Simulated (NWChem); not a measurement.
WHS2OCl; SMILES [S]=[W]([OH])([Cl])=[S]

```xyz
6

W     -0.1456     0.0333     0.0000
S      0.7037     0.9651    -1.7096
S      0.7037     0.9651     1.7096
Cl     0.3926    -2.1719     0.0000
O     -1.9783     0.3143     0.0000
H     -2.5931     1.0555     0.0000
```
Atoms are numbered in this order, from 1.

Computed with NWChem. The geometry was optimised at PBE0/def2-SVP. Not confirmed as a minimum by frequencies. def2 effective core potentials on W; no spin-orbit coupling. Level M06-2X/def2-SVP: energy and gradient on several grids; changes count from the extra-fine grid, which is no exact limit either.

```csv
grid,size of the energy change (μHa),largest change of a gradient component (μHa/bohr)
xcoarse,7000,2000
coarse,50,200
medium,< 10,200
fine,< 10,60
xfine,< 10,< 30
```
